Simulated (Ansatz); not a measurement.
```yaml
crystal:
  periodic: [false, false, false]
  atoms:
    - {symbol: Cl, position_ang: [1.390487, -0.642143, 0.773383]}
    - {symbol: K, position_ang: [-1.096577, 0.354313, -0.762029]}
basis:
  gaussian: {orbitals: def2-mTZVPP, point_charges: [{charge: 0.50, position_ang: [5.999, 0.862, 0.919]}]}
hamiltonian: {xc: {name: B3LYP-D3}, dispersion: d3bj}
```

```sh
$ ansatz run in.yaml --threads 2 --pin off --events-out ev --progress --plain --max-ram 32768MiB --backend cpu
```

It prints (some lines left out):

```
Error: YAML parse error: error: line 8 column 19: hamiltonian.xc: no functional is named "B3LYP-D3"; the names, which are not case-sensitive, are SVWN5, SPW92, PBE, PBE0, PBEsol, revPBE, revPBE0, RPBE, rPW86-PBE, HSE06, wPBEh, LC-wPBE, HISS, HF, BLYP, B3LYP, B3LYP5, BHLYP, CAM-B3LYP, r2SCAN, r2SCANh, r2SCAN0, r2SCAN50, m-r2SCAN, B97, wB97, wB97X, wB97X-V, B97M-V, wB97M-V, B2PLYP, B2GP-PLYP, PBE0-DH, PBE-QIDH
 --> <input>:8:19
  |
6 | basis:
7 |   gaussian: {orbitals: def2-mTZVPP, point_charges: [{charge: 0.50, position_ang: [5…
8 | hamiltonian: {xc: {name: B3LYP-D3}, dispersion: d3bj}
  |                   ^ hamiltonian.xc: no functional is named "B3LYP-D3"; the names, which are not case-sensitive, are SVWN5, SPW92, PBE, PBE0, PBEsol, revPBE, revPBE0, RPBE, rPW86-PBE, HSE06, wPBEh, LC-wPBE, HISS, HF, BLYP, B3LYP, B3LYP5, BHLYP, CAM-B3LYP, r2SCAN, r2SCANh, r2SCAN0, r2SCAN50, m-r2SCAN, B97, wB97, wB97X, wB97X-V, B97M-V, wB97M-V, B2PLYP, B2GP-PLYP, PBE0-DH, PBE-QIDH
```

In this input the method's name isn't one that the program takes here. The input was rejected before any iteration.
